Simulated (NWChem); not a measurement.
The numbers come from NWChem runs, not from measurements. System: trifluoroacetic acid (C₂HF₃O₂), charge 0, spin multiplicity 1, at a geometry optimised with PBE0/def2-SVP. Level: RHF/def2-SVP.

The NWChem input:

```
start mol
memory heap 200 mb stack 900 mb global 1100 mb
geometry units angstroms nocenter noautoz noautosym
  O      1.570479    -0.859063     0.397998
  C      0.918376     0.223964    -0.000956
  O      1.406588     1.270799    -0.302065
  C     -0.597224    -0.049888    -0.029311
  F     -1.023606    -0.405115     1.179324
  F     -1.247671     1.032314    -0.410909
  F     -0.868808    -1.037421    -0.878032
  H      2.517321    -0.646340     0.400685
end
basis spherical
  * library def2-svp
end
scf
  rhf
  nopen 0
  maxiter 100
  thresh 1e-7
  semidirect memsize 60000000 filesize 0
end
task scf energy
```

NWChem printed:

```
             Northwest Computational Chemistry Package (NWChem) 7.3.0
             --------------------------------------------------------

                                NWChem Input Module
                                -------------------

 Scaling coordinates for geometry "geometry" by  1.889725989
 (inverse scale =  0.529177249)

                             Geometry "geometry" -> ""
                             -------------------------

 Output coordinates in angstroms (scale by  1.889725989 to convert to a.u.)

  No.       Tag          Charge          X              Y              Z
 ---- ---------------- ---------- -------------- -------------- --------------
    1 O                    8.0000     1.57047900    -0.85906300     0.39799800
    2 C                    6.0000     0.91837600     0.22396400    -0.00095600
    3 O                    8.0000     1.40658800     1.27079900    -0.30206500
    4 C                    6.0000    -0.59722400    -0.04988800    -0.02931100
    5 F                    9.0000    -1.02360600    -0.40511500     1.17932400
    6 F                    9.0000    -1.24767100     1.03231400    -0.41090900
    7 F                    9.0000    -0.86880800    -1.03742100    -0.87803200
    8 H                    1.0000     2.51732100    -0.64634000     0.40068500

 Effective nuclear repulsion energy (a.u.)     338.4964968610

            Nuclear Dipole moment (a.u.)
            ----------------------------
        X                 Y               Z
 ---------------- ---------------- ----------------
     0.0000075589     0.0000113384    -0.0000113384


 Summary of "ao basis" -> "" (spherical)
 ------------------------------------------------------------------------------
       Tag                 Description            Shells   Functions and Types
 ---------------- ------------------------------  ------  ---------------------
 *                          def2-svp                  on all atoms

 Summary of "ao basis" -> "ao basis" (spherical)
 ------------------------------------------------------------------------------
       Tag                 Description            Shells   Functions and Types
[...]
    46      0.219492  4 C  px                 5     -0.208992  1 O  py
    33     -0.184084  3 O  py                 8     -0.160467  1 O  py
    45      0.152927  4 C  s

 Vector   29  Occ=0.000000D+00  E= 1.278985D-01
              MO Center=  8.2D-01,  3.5D-01, -4.8D-02, r^2= 1.9D+00
   Bfn.  Coefficient  Atom+Function         Bfn.  Coefficient  Atom+Function
  ----- ------------  ---------------      ----- ------------  ---------------
    23      0.531013  2 C  pz                20      0.459904  2 C  pz
    37     -0.429410  3 O  pz                34     -0.330479  3 O  pz
    51      0.293449  4 C  pz                 9     -0.253794  1 O  pz
     6     -0.196674  1 O  pz                87      0.197097  7 F  s
    59     -0.193906  5 F  s                 22      0.170291  2 C  py

 Vector   30  Occ=0.000000D+00  E= 1.609402D-01
              MO Center=  2.8D+00, -6.3D-01,  4.1D-01, r^2= 2.3D+00
   Bfn.  Coefficient  Atom+Function         Bfn.  Coefficient  Atom+Function
  ----- ------------  ---------------      ----- ------------  ---------------
   100      1.524447  8 H  s                  3     -0.750610  1 O  s
     7     -0.440872  1 O  px                45     -0.400878  4 C  s
    21     -0.351358  2 C  px                17      0.293291  2 C  s
    49     -0.262951  4 C  px                 4     -0.201149  1 O  px
    50     -0.198012  4 C  py

 Vector   31  Occ=0.000000D+00  E= 3.103328D-01
              MO Center=  4.4D-01,  3.2D-01, -7.2D-02, r^2= 3.2D+00
   Bfn.  Coefficient  Atom+Function         Bfn.  Coefficient  Atom+Function
  ----- ------------  ---------------      ----- ------------  ---------------
    17      2.961964  2 C  s                 31     -1.329695  3 O  s
    49     -0.930084  4 C  px                73     -0.504474  6 F  s
    45     -0.486626  4 C  s                 36      0.417262  3 O  py
    22      0.414772  2 C  py                 3     -0.384893  1 O  s
    50      0.368211  4 C  py               100     -0.316027  8 H  s

 center of mass
 --------------
 x =  -0.09362736 y =   0.00380676 z =  -0.00841298

 moments of inertia (a.u.)
 ------------------
         467.589611549054         -31.214099676614         -20.323834264582
         -31.214099676614         728.014351259672          41.723513927030
         -20.323834264582          41.723513927030         849.636141480004

  Mulliken analysis of the total density
  --------------------------------------

    Atom       Charge   Shell Charges
 -----------   ------   -------------------------------------------------------
    1 O    8     8.32   1.99  1.07  0.65  2.86  1.73  0.02
    2 C    6     5.65   1.99  0.93  0.13  1.90  0.54  0.16
    3 O    8     8.33   1.99  1.08  0.70  2.80  1.73  0.02
    4 C    6     5.09   1.99  0.91 -0.05  1.79  0.25  0.20
    5 F    9     9.28   1.99  1.13  0.80  3.34  2.01  0.01
    6 F    9     9.27   1.99  1.13  0.79  3.34  2.00  0.01
    7 F    9     9.28   1.99  1.13  0.80  3.34  2.01  0.01
    8 H    1     0.76   0.65  0.04  0.07

       Multipole analysis of the density wrt the origin
       ------------------------------------------------

     L   x y z        total         open         nuclear
     -   - - -        -----         ----         -------
     0   0 0 0     -0.000000      0.000000     56.000000

     1   1 0 0      0.760923      0.000000      0.000008
     1   0 1 0     -0.461291      0.000000      0.000011
     1   0 0 1      0.208568      0.000000     -0.000011

     2   2 0 0    -23.630545      0.000000    283.292958
     2   1 1 0     -2.548862      0.000000     12.658378
     2   1 0 1      1.112895      0.000000     11.873662
     2   0 2 0    -31.413022      0.000000    143.954232
     2   0 1 1      1.080328      0.000000    -21.344912
     2   0 0 2    -27.729283      0.000000     82.627992

 Task  times  cpu:        4.6s     wall:        4.6s

 Total times  cpu:        4.6s     wall:        4.6s
```
